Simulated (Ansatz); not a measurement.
One change: `[OH][GeH2][S][GaH2]` becomes `[OH][GeH2][S]S`.

Ansatz, PBE0-D4/def2-TZVP geometries, multiplicity 1. Each molecule was computed in one conformer, which needn't be the lowest. `[OH][GeH2][S][GaH2]` holds a close contact that its SMILES doesn't draw: Ga···O 2.10 Å.

Scalar relativity is left out up to krypton.

```tsv
property	`[OH][GeH2][S][GaH2]`
HOMO energy (PBE/def2-TZVPP) / eV	-5.73
HOMO–LUMO gap (PBE/def2-TZVPP) / eV	3.74
size of the dipole moment (ωB97M-V/def2-TZVPP) / D	3.53
LUMO energy (PBE/def2-TZVPP) / eV	-2.00
HOMO energy (ωB97M-V/def2-TZVPP) / eV	-9.05
ideal-gas entropy at 298 K and 1 bar (rigid rotor, harmonic PBE0-D4/def2-TZVP) / J/(mol·K)	357
```

Problem. What does the change do to each property? (An estimate is asked.)

Solution. The calculation gave: 
```tsv
property	`[OH][GeH2][S]S`	shift
HOMO energy (PBE/def2-TZVPP) / eV	-6.11	-0.38
HOMO–LUMO gap (PBE/def2-TZVPP) / eV	3.95	0.21
size of the dipole moment (ωB97M-V/def2-TZVPP) / D	0.98	-2.55
LUMO energy (PBE/def2-TZVPP) / eV	-2.16	-0.16
HOMO energy (ωB97M-V/def2-TZVPP) / eV	-9.41	-0.36
ideal-gas entropy at 298 K and 1 bar (rigid rotor, harmonic PBE0-D4/def2-TZVP) / J/(mol·K)	357	0
```

The zero-point energy changes by -14.4 kJ/mol with -3 modes. Dipoles are sizes alone; their direction can turn. Modes under 60 cm⁻¹, often nearly free rotors, make the harmonic entropy too high.

Positive LUMOs are unbound, so they and the gaps depend on the basis.
